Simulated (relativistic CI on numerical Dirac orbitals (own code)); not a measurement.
## As IV: calculation against measurement

Computed by Dirac-Coulomb-Breit CI, KLI orbitals optimised for each configuration, QED by a radiative potential, valence Slater integrals scaled by 0.85, P86 correlation energy added to each configuration (own radial code, finite nucleus).

Configuration list (outside the closed core [Ar] 3d10): 4s², 4s4p, 4p², 4s4d, 4s4f, 4d², 4s5s, 4p4d, 4s5p, 4f², 4s5d, 4p4f, 4s6s, 4s6p, 4p5s, 4s5f. Levels of other configurations are missing.

| Configuration | Term (tabulated) | J | Measured (cm⁻¹) | Computed | Error | Purity (%) |
| --- | --- | --- | --- | --- | --- | --- |
| 4s² | 1S | 0 | 0.0 | 0 | 0 | 97 |
| 4s4p | 3P° | 1 | 76962.0 | 73508 | -3454 | 100 |
| 4s4p | 3P° | 2 | 79492.0 | 75896 | -3596 | 100 |
| 4s4p | 1P° | 1 | 112022.0 | 109660 | -2362 | 97 |
| 4p² | 3P | 1 | 181468.0 | 178209 | -3259 | 100 |
| 4p² | 3P | 2 | 184394.0 | 180918 | -3476 | 91 |
| 4s4d | 3D | 1 | 210597.0 | 206916 | -3681 | 100 |
| 4s4d | 3D | 2 | 210729.8 | 207036 | -3694 | 100 |
| 4s4d | 3D | 3 | 210932.6 | 207219 | -3713 | 100 |
| 4p² | 1S | 0 | 211683.0 | 208378 | -3305 | 94 |
| 4s5s | 3S | 1 | 220127.6 | 216906 | -3222 | 100 |
| 4s5p | 3P° | 0 | 251212.0 | 247352 | -3860 | 99 |
| 4s5p | 3P° | 1 | 251466.9 | 247634 | -3833 | 97 |
| 4s5p | 3P° | 2 | 252285.0 | 248397 | -3888 | 99 |
| 4s5p | 1P° | 1 | 254039.9 | 251167 | -2873 | 95 |
| 4s4f | 3F° | 3 | 284730.0 | 282741 | -1989 | 65 |
| 4s5d | 3D | 1 | 295580.8 | 291842 | -3739 | 100 |
| 4s5d | 3D | 2 | 295639.0 | 291891 | -3748 | 100 |
| 4s5d | 3D | 3 | 295730.2 | 291967 | -3763 | 100 |
| 4s6s | 3S | 1 | 298875.1 | 295351 | -3524 | 100 |
| 4s6s | 1S | 0 | 300698.9 | 298022 | -2677 | 100 |

Measured levels from Moore, Atomic Energy Levels, vol. II, NSRDS-NBS 35 (1971 reprint of NBS Circular 467, 1952); pairs were made by configuration, J and term (by order where the table uses no LS term), so strongly mixed levels may be paired wrongly. The analysis dates from before 1960.

Mean error by configuration (cm⁻¹): 4s4p -3137; 4p² -3347; 4s4d -3696; 4s5s -3222; 4s5p -3614; 4s4f -1989; 4s5d -3750; 4s6s -3100. Over the excited levels the mean absolute error is 3383 cm⁻¹ (20 of the 20 excited levels that our extract of the source holds in range could be paired), and the median relative error of those above 1,000 cm⁻¹ is 1.5 %.
